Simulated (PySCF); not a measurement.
Cd(H)(Et) (C₂H₆Cd), SMILES C[CH2][CdH]. Atoms are numbered in the order given.

```xyz
9

Cd    -0.0265    -0.6625     0.0000
H     -0.5669    -2.2638     0.0000
C      0.6659     1.3723     0.0000
C     -0.4345     2.4409     0.0000
H      1.3204     1.4938    -0.8803
H      1.3204     1.4938     0.8803
H     -1.0872     2.3659     0.8857
H     -1.0872     2.3659    -0.8857
H     -0.0137     3.4633     0.0000
```

The structure is a stationary point at B3LYP-D3(BJ)/def2-SVP. The def2 effective core potentials stand for the cores of Cd; spin–orbit coupling is left out.

Level of theory: C-PCM-ωB97X/def2-SVP (PySCF).

The values are the electrostatic part of the solvation free energy, E(continuum) − E(gas) at the gas-phase geometry, in a cavity of scaled van der Waals radii (PySCF's table); cavitation and dispersion terms are not included. A continuum can't describe solvent molecules that bind to the metal. In vacuum the orbital gap is 10.24 eV. The dipole moment in vacuum is 0.58 D.

### Question
Estimate the values in water (ε = 78.36), toluene (ε = 2.37), diethylether (ε = 4.24). (An estimate is asked for; the answer gives what the named calculation found.)

### Answer

```
solvent           ε  ΔG(elec) (kcal/mol)  dipole (D)  gap (eV)
------------  -----  -------------------  ----------  --------
water         78.36                 -6.6        0.73     10.68
toluene        2.37                 -3.5        0.66     10.48
diethylether   4.24                 -4.8        0.69     10.57
```
